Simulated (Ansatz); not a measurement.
Cartesian coordinates (Å):
```xyz
20

B     -0.3545     2.7640     0.2240
C     -0.5243     1.2229     0.0739
C     -1.8596     0.7915    -0.0507
C     -2.4045    -0.4877    -0.1977
C     -1.7694    -1.7237    -0.2647
C     -0.3993    -1.9957    -0.2007
C      0.6607    -1.1135    -0.0561
C      2.0117    -1.4927    -0.0037
C      2.7842    -0.3360     0.1469
C      1.9536     0.7974     0.1940
C      0.6187     0.3890     0.0734
H     -1.3433     3.4605     0.2158
H      0.7203     3.2956     0.3487
H     -2.5993     1.5968    -0.0277
H     -3.4965    -0.5191    -0.2708
H     -2.4230    -2.5928    -0.3826
H     -0.1174    -3.0518    -0.2750
H      2.3779    -2.5167    -0.0703
H      3.8731    -0.3125     0.2177
H      2.2911     1.8245     0.3056
```
Charge 0, multiplicity 1.

All values below come from Ansatz (a program for electronic structure) with frozen-core CCSD(T)/cc-pVDZ // PBE0-D3(BJ)/def2-SVP. The restricted HF reference is unstable towards unrestricted orbitals.

The HF energy comes out as -408.56102 Ha and the MP2 correlation energy comes out as -1.39160 Ha.

Q: Estimate the CCSD correlation energy, the (T) correction, the total energy and the T1 diagnostic.

A: 
```json
{
 "CCSD correlation energy": "-1.44481 Ha",
 "(T) correction": "-0.07219 Ha",
 "CCSD(T) total energy": "-410.07801 Ha",
 "T1 diagnostic": "0.012"
}
```
